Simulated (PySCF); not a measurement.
From computed data to an observable: chemical shift, span and skew from a shielding tensor

CH8FNSi2, SMILES C([SiH2][SiH2]N)F. Atoms are numbered in the order given.

```xyz
13

N     -1.5673     0.2590     1.3685
Si    -1.4467    -0.3850    -0.2406
Si     0.5931     0.2448    -1.2472
C      1.7401     0.4686     0.2709
F      1.4718    -0.5378     1.1927
H     -0.7907     0.0779     1.9976
H     -1.9248     1.1990     1.4945
H     -2.6158     0.1229    -1.0220
H     -1.4976    -1.8789    -0.2024
H      0.5450     1.5583    -1.9689
H      1.1646    -0.7787    -2.1789
H      1.5409     1.4427     0.7513
H      2.8133     0.4351     0.0187
```

Geometry optimised at PBE0-D3(BJ)/def2-SVP. This is a generated structure with no PubChem entry under its InChIKey; it may be hypothetical. The values are those of a single conformer.

GIAO shieldings from PBE/pcSseg-1 in PySCF, non-relativistic, no solvent. The symmetric part of the tensor of Si2 has the principal values 319.6, 368.4, 462.9 ppm. The same nucleus in TMS has σ = 335.4 ppm at this level (PySCF, at its B3LYP-D3(BJ)/def2-TZVP geometry).

Problem. Work out the isotropic shielding, the ²⁹Si shift against TMS, the span and the skew.

Solution. 
σ(iso) = (σ11 + σ22 + σ33)/3 = 383.6 ppm. δ = σ(ref) − σ(iso) = 335.4 − (383.6) = -48.2 ppm.
Span Ω = σ33 − σ11 = 143.3 ppm. Skew κ = 3(σ(iso) − σ22)/Ω = 0.32. Tumbling in solution averages the tensor to δ; in a static solid the shielding alone would spread this spin-1/2 line over Ω.
